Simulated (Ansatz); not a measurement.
Cost and result up the ladder for (AgCl)2 ring (Ag2Cl2) (4 atoms). Total charge 0; singlet. Geometry: PBE0-D4/def2-SVP.

Cartesian coordinates in Å:
```
Ag -0.228 -0.397 1.363
Cl -1.231 -1.514 -0.646
Ag 0.229 0.396 -1.363
Cl 1.230 1.515 0.646
```

Ansatz on 4 threads of Intel Xeon Platinum 8375C on a shared host. Times are rough, and most runs start from the orbitals of an earlier one. ωB97X-V/def2-TZVP serves as the yardstick here, not as an exact answer. Differences are given only for rows in sets of like size (and for xTB, whose basis is part of the method), since another set adds its own error. Binding counts from free atoms at the same level (Ag doublet, Cl doublet; other spins of the atoms weren't run), without zero-point energy or a counterpoise term.

In the def2 sets Ag takes a core potential; there is no spin–orbit coupling. Correlated methods freeze 10 core orbitals; core or outer-core shells of Ag are correlated, in sets that lack core-valence functions.

Correlated methods converge slowly with the basis.

```tsv
level	functions	wall time
LDA (SPW92)/def2-TZVP	154	0.7 s
PBE-D4/def2-SVP	98	0.85 s
PBE-D4/def2-TZVPD	172	1.5 s
PBE0-D4/def2-TZVP	154	1.7 s
PBE0-D4/def2-SVP	98	1.9 s
BHLYP-D4/def2-TZVP	154	1.9 s
PBE-D4/def2-TZVP	154	2 s
PBE0-D4/def2-TZVPD	172	2.3 s
r2SCAN-D4/def2-TZVPD	172	2.8 s
r2SCAN0-D4/def2-TZVP	154	3 s
B2PLYP/def2-TZVP	154	3 s
RPA@PBE/def2-TZVP	154	3.1 s
ωB97X-V/def2-TZVP	154	4.3 s
CCSD(T)/def2-TZVP	154	46 s
```

(1) Estimate what each level gives for the binding energy per atom (eV).

## Answers

(1) 
```csv
level,binding energy per atom (eV),difference from ωB97X-V/def2-TZVP (eV)
LDA (SPW92)/def2-TZVP,2.39,0.29
PBE-D4/def2-SVP,2.09,–
PBE-D4/def2-TZVPD,2.03,-0.07
PBE0-D4/def2-TZVP,2.01,-0.10
PBE0-D4/def2-SVP,2.06,–
BHLYP-D4/def2-TZVP,1.91,-0.19
PBE-D4/def2-TZVP,2.03,-0.07
PBE0-D4/def2-TZVPD,2.01,-0.09
r2SCAN-D4/def2-TZVPD,2.08,-0.03
r2SCAN0-D4/def2-TZVP,2.02,-0.08
B2PLYP/def2-TZVP,1.93,-0.17
RPA@PBE/def2-TZVP,1.76,-0.34
ωB97X-V/def2-TZVP,2.10,0.00
CCSD(T)/def2-TZVP,1.99,-0.11
```
